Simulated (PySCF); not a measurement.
# Simulated absorption spectrum

Species: C2H9NO2Si3.
Atom-mapped SMILES: `[N:1]#[C:2][Si@H:3]([SiH3:4])[O:5][CH2:6][O:7][SiH3:8]` (hydrogens: H9 on Si3; H10, H11, H12 on Si4; H13, H14 on C6; H15, H16, H17 on Si8)

Cartesian coordinates in Å at the GFN2-xTB level; atoms count from 1:
```
atom  x, y, z in Å
N1     0.6133    3.2510    0.8838
C2     0.9896    2.1766    1.0214
Si3    1.5244    0.3774    1.1476
Si4    2.0246   -0.4001   -0.9658
O5     0.3134   -0.4527    1.8871
C6    -0.9182   -0.6551    1.3354
O7    -0.9007   -0.3950   -0.0207
Si8   -2.2026   -0.2180   -0.9894
H9     2.4485    0.3208    2.2785
H10    3.4792   -0.3440   -1.1721
H11    1.6268   -1.7982   -1.1675
H12    1.4060    0.3894   -2.0356
H13   -1.6487   -0.0003    1.8378
H14   -1.2123   -1.7017    1.5117
H15   -3.0023   -1.4475   -0.9767
H16   -3.0334    0.8873   -0.5089
H17   -1.5145    0.0220   -2.2447
```

Theory: PySCF, TDDFT B3LYP/def2-SVPD, vertical, gas phase, core orbitals frozen in the response.

Broadening: Gaussians 0.3 eV wide at half height, area fixed by f = 4.319×10⁻⁹ ∫ε dν̃. The width is an assumption, not a result. The curve ends short of the highest state used, and states not computed would add to its high-energy end.

| λ (nm) | ε (L mol⁻¹ cm⁻¹) |
| --- | --- |
| 188.0 | 2607 |
| 189.3 | 2587 |
| 190.6 | 2664 |
| 192.0 | 2727 |
| 193.3 | 2653 |
| 194.6 | 2402 |
| 195.9 | 1999 |
| 197.3 | 1485 |
| 198.6 | 1026 |
| 199.9 | 648 |
| 201.2 | 376 |
| 202.5 | 202 |
| 203.9 | 100 |
| 205.2 | 58 |
| 206.5 | 49 |
| 207.8 | 63 |
| 209.1 | 92 |
| 210.5 | 136 |
| 211.8 | 180 |
| 213.1 | 220 |
| 214.4 | 249 |
| 215.7 | 261 |
| 217.1 | 253 |
| 218.4 | 228 |
| 219.7 | 192 |
| 221.0 | 151 |
| 222.3 | 112 |
| 223.7 | 75 |
| 225.0 | 49 |
| 226.3 | 30 |
| 227.6 | 18 |
| 228.9 | 10 |
| 230.3 | 5 |
| 231.6 | 2 |
| 232.9 | 1 |
| 234.2 | 1 |

(1) Where are the band maxima, and which computed states make them?

(2) On this curve, what absorbance would a 10⁻⁴ mol/L sample give at 193 nm over a 1 cm path?

(3) Coming from long wavelengths, where does ε first pass 100 L mol⁻¹ cm⁻¹?

## Answers

(1) 216 nm (5.74 eV), ε about 260, made up of S1 (100%); 192 nm (6.46 eV), ε about 2700, made up of S2 (61%) and S3 (30%) (ε in L mol⁻¹ cm⁻¹; maxima over ε = 5, shares over 10%). At its high-energy end, 6.59 eV, the curve is still rising (ε about 2600, from S2, S3 and S4). The states used: S1 5.74 eV (f 0.0029); S2 6.40 eV (f 0.021); S3 6.50 eV (f 0.0095); S4 6.71 eV (f 0.020); S5 6.87 eV (f 0.018); S6 6.96 eV (f 0.041); S7 7.07 eV (f 0.015); S8 7.19 eV (f 0.010).

(2) 193 nm is 6.424 eV, where ε is about 2700 L mol⁻¹ cm⁻¹, so A = ε c l ≈ 0.27 (Beer–Lambert, with the gas-phase spectrum and the assumed width).

(3) At about 223 nm (5.57 eV), 0.18 eV below S1.

The run took 1.9 min of wall time on one thread of an Arm Neoverse N1, no GPU, shared host, and the process peaked at 1.1 GiB of memory.

One conformer stands for the species.
